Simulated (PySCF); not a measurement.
Theoretical values (PySCF 2.14.0 with density-fitted response routines): PBE0/pcSseg-1 with gauge-including orbitals, structure optimised with GFN2-xTB. Fast rotation and ring inversion assumed for equivalent nuclei, gas phase, one computed conformer, relativity neglected.

Referencing at the same level of theory: $^{1}$H (σ = 31.72 ppm) and $^{13}$C (σ = 186.93 ppm) vs TMS. Shifts are as computed. Against solution values, carbons near 30 ppm lie about +3 ppm off and those near 130 ppm about +5 ppm. Of 1211 compounds with measured shifts, 218 miss one by over three times the rms of a fit or turn the order of signals round; such compounds aren't used in these exercises. OH and NH positions are gas-phase values without hydrogen bonding to other molecules.

Problem. Order these molecules by the shift of their most deshielded carbon-bound hydrogen, lowest δ first.
A. COC(C)=C(C)C
B. N#CC/C(=C/[SiH3])C[SiH3]
C. C=CCN/N=C(/C)C1CC1

Solution. A (3.59 ppm, hydrogen on a methyl carbon bonded to O), B (5.69 ppm, hydrogen on an alkene CH), C (6.46 ppm, hydrogen on an alkene CH).

Problem. Order these molecules by the shift of their most shielded carbon-bound hydrogen, lowest δ first.
A. C=CCN/N=C(/C)C1CC1
B. N#CC/C(=C/[SiH3])C[SiH3]
C. C/C=C(\C)COC

Solution. A (0.34 ppm, hydrogen on a three-membered-ring carbon), C (1.83 ppm, hydrogen on an allylic methyl carbon), B (2.20 ppm, hydrogen on an allylic sp3 CH2 bonded to Si).

Problem. How many $^{13}$C and $^{1}$H signals does each give (equivalence by symmetry and fast rotation, but not about amide C–N or C=N bonds)? `C=CCN/N=C(/C)C1CC1`, `N#CC/C(=C/[SiH3])C[SiH3]`, `C/C=C(\C)COC`, `COC(C)=C(C)C`

Solution. C=CCN/N=C(/C)C1CC1: 7 C, 9 H; N#CC/C(=C/[SiH3])C[SiH3]: 5 C, 5 H; C/C=C(\C)COC: 6 C, 5 H; COC(C)=C(C)C: 6 C, 4 H.
